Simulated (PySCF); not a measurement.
GeHO, SMILES [OH][Ge] (connectivity only; charge and spin as stated), neutral, multiplicity 2. Atoms are numbered in the order given.

```xyz
3

Ge    -0.0057     0.4079     0.0000
O      0.1168    -1.4013     0.0000
H     -0.7516    -1.8421     0.0000
```
Charge 0, spin multiplicity 2.

The structure is a stationary point at PBE-D3(BJ)/def2-TZVP.

Level of theory: ωB97X/def2-TZVPD (PySCF).

Computed frontier levels, dipole moment and polarisability:
```
Item                                                                                                            Result
---------------------------------------------------------------------------------------------  -----------------------
α spin, highest occupied and lowest empty level                                                     -6.92 and -0.31 eV
β spin, highest occupied and lowest empty level                                                    -11.08 and -0.26 eV
dipole moment                                                                                                   1.37 D
quadrupole, principal values (traceless, Buckingham form, about the centre of nuclear charge)    -5.84, 2.46, 3.38 D·Å
mean static polarisability                                                                        40.8 bohr³ (6.04 Å³)
polarisability, principal values                                                                34.2, 42.8, 45.4 bohr³
⟨S²⟩                                                                                           0.753 (pure state 0.75)
```
